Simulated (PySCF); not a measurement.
**[La(NH2)2]+ at several levels of theory**

Computed with PySCF 2.14.0 (density fitting, no spin-orbit coupling) at the geometry relaxed with PBE0:

```xyz
7
[La(NH2)2]+ (singlet)
La    0.0000    0.7758   -0.0018
N     1.7531    0.0266    1.1028
H     1.7024   -0.5491    1.9480
H     2.7484    0.1565    0.9069
N    -1.7531    0.0266    1.1028
H    -2.7484    0.1565    0.9069
H    -1.7024   -0.5491    1.9480
```

| level | basis | state | HOMO (eV) | gap (eV) | charge on La1 (e) | population of f-type functions on La1 (core shells left out) | dipole about the centre of mass (D) | largest force component (eV/Å) |
| --- | --- | --- | --- | --- | --- | --- | --- | --- |
| PBE0 | La def2-SVP with ECP46, N def2-SVP, H def2-SVP | singlet | -11.29 | 5.16 | 1.22 | 0.12 | 2.93 | 0.01 |
| revPBE | the same | singlet | -10.01 | 3.26 | 1.11 | 0.11 | 2.49 | 0.42 |
| HF | the same | singlet | -14.26 | 10.14 | 1.54 | 0.14 | 4.22 | 0.93 |

Charges are Mulliken's, which hang on the basis. The relaxation used the grid (50, 194), these runs (75, 302) or, all-electron (x2c bases, spin-free X2C Hamiltonian), (99, 590).

**Question.** What does PBE0 with La def2-TZVP with ECP46, N def2-TZVP, H def2-TZVP give here?

**Answer.** state singlet, HOMO (eV) -11.36, gap (eV) 5.20, charge on La1 (e) 1.51, population of f-type functions on La1 (core shells left out) 0.11, dipole about the centre of mass (D) 3.29, largest force component (eV/Å) 0.29. Time: 23 s on 2 threads of Intel(R) Xeon(R) Processor @ 2.50GHz (Skylake/Cascade Lake), with other jobs on the host, from free ions and atoms.

In the first row's basis the gap widens with exact exchange: 3.3 eV for revPBE (none); 5.2 eV for PBE0 (a fixed share); 10.1 eV for Hartree–Fock (rising or full at long range).
